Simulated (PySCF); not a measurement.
A structure optimised at PBE-D3(BJ)/def2-SVP, used in a PySCF frequency run:

```
C
H 1 1.1093
H 1 1.1104 2 107.95
C 1 1.4950 2 111.75 3 -123.12
C 4 1.3467 1 125.72 2 -14.19
H 5 1.1006 4 121.42 1 -178.23
H 5 1.1032 6 117.11 4 179.94
H 4 1.1062 5 118.44 6 -0.30
Ge 1 1.9900 2 107.43 3 114.32
H 9 1.5508 1 109.44 2 57.71
H 9 1.5526 10 109.04 1 -119.81
H 9 1.5540 10 109.54 11 -119.22
```

Question: Write its SMILES and formula.

Answer: C=C[CH2][GeH3], C3H8Ge

Question: What are its rotational constants (standard atomic weights)?

Answer: 14.379, 1.9372, 1.8650 GHz
